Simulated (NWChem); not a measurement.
System meant: CaH$_{5}$SO$_{2}$F; SMILES [OH2]->[Ca](<-[OH2])([F])[SH]

NWChem input:

```
start job
memory heap 200 mb stack 900 mb global 1100 mb
geometry units angstroms noautosym nocenter noautoz
  Ca    -0.123049     0.289813    -0.021590
  F     -0.225187     2.319746     0.257099
  S      1.038321    -1.935123     1.001247
  H      1.407310    -2.409747    -0.210966
  O     -1.807187    -1.285488     0.196195
  H     -2.677452    -1.602385     0.456067
  H     -1.107849    -1.905630     0.559922
  O      0.472931     1.495001    -1.936822
  H      1.174002     1.773189    -2.531841
  H      0.293272     2.222663    -1.273550
end
basis spherical
  Ca library def2-svp
  F library def2-svp
  S library def2-svp
  H library def2-svp
  O library def2-svp
end
dft
  xc m06-l
  iterations 150
end
property
  shielding
end
task dft property
```

End of the output:

```
 Vector   36  Occ=0.000000D+00  E= 3.760614D-02
              MO Center= -6.8D-01, -3.5D-01, -1.5D-01, r^2= 6.2D+00
   Bfn.  Coefficient  Atom+Function         Bfn.  Coefficient  Atom+Function
  ----- ------------  ---------------      ----- ------------  ---------------
    77      0.713784   6 H  s                64     -0.466582   5 O  s
    18     -0.405496   1 Ca d  1             15      0.337805   1 Ca d -2
   101     -0.305219   9 H  s                88      0.261052   8 O  s
   106     -0.224937  10 H  s                23     -0.206895   1 Ca d  1
    16     -0.200781   1 Ca d -1             68      0.186190   5 O  px

 center of mass
 --------------
 x =   0.02573411 y =  -0.07092350 z =   0.07632918

 moments of inertia (a.u.)
 ------------------
        1464.010116192297          75.953514268732         -22.587666238518
          75.953514268732         736.222685628493         391.736353721682
         -22.587666238518         391.736353721682        1468.878714498079

     Multipole analysis of the density
     ---------------------------------

     L   x y z        total         alpha         beta         nuclear
     -   - - -        -----         -----         ----         -------
     0   0 0 0     -0.000000    -33.000000    -33.000000     66.000000

     1   1 0 0     -0.977545     -0.999667     -0.999667      1.021790
     1   0 1 0      0.108728      4.338184      4.338184     -8.567640
     1   0 0 1     -1.413825     -1.629722     -1.629722      1.845618

     2   2 0 0    -30.449878   -118.369007   -118.369007    206.288135
     2   1 1 0      8.659334     17.860624     17.860624    -27.061914
     2   1 0 1     -6.941848     -4.394739     -4.394739      1.847630
     2   0 2 0    -43.015111   -309.364755   -309.364755    575.714399
     2   0 1 1     -0.352033    106.151827    106.151827   -212.655687
     2   0 0 2    -33.485972   -115.948029   -115.948029    198.410086

          -----------------------------------------
          Chemical Shielding Tensors (GIAO, in ppm)
          -----------------------------------------

 ------------------------------------------------------------------------
  xm06: d2 not coded                    0
 ------------------------------------------------------------------------
 ------------------------------------------------------------------------
  current input line :
    29: task dft property
 ------------------------------------------------------------------------
 ------------------------------------------------------------------------
 This error has not yet been assigned to a category
 ------------------------------------------------------------------------
 For more information see the NWChem manual at https://nwchemgit.github.io

0: xm06: d2 not coded:Received an Error in Communication
```

Question: Find the fault in this run and fix the input.

Answer: The run crashed. Cause: this functional's second derivatives, which shieldings need, aren't coded here; the fix takes a hybrid GGA instead. This input runs:
```
start job
memory heap 200 mb stack 900 mb global 1100 mb
geometry units angstroms noautosym nocenter noautoz
  Ca    -0.123049     0.289813    -0.021590
  F     -0.225187     2.319746     0.257099
  S      1.038321    -1.935123     1.001247
  H      1.407310    -2.409747    -0.210966
  O     -1.807187    -1.285488     0.196195
  H     -2.677452    -1.602385     0.456067
  H     -1.107849    -1.905630     0.559922
  O      0.472931     1.495001    -1.936822
  H      1.174002     1.773189    -2.531841
  H      0.293272     2.222663    -1.273550
end
basis spherical
  * library def2-svp
end
dft
  xc pbe0
  iterations 150
end
property
  shielding
end
task dft property
```
It converges to -1328.29546 Ha (PBE0/def2-SVP, GIAO).
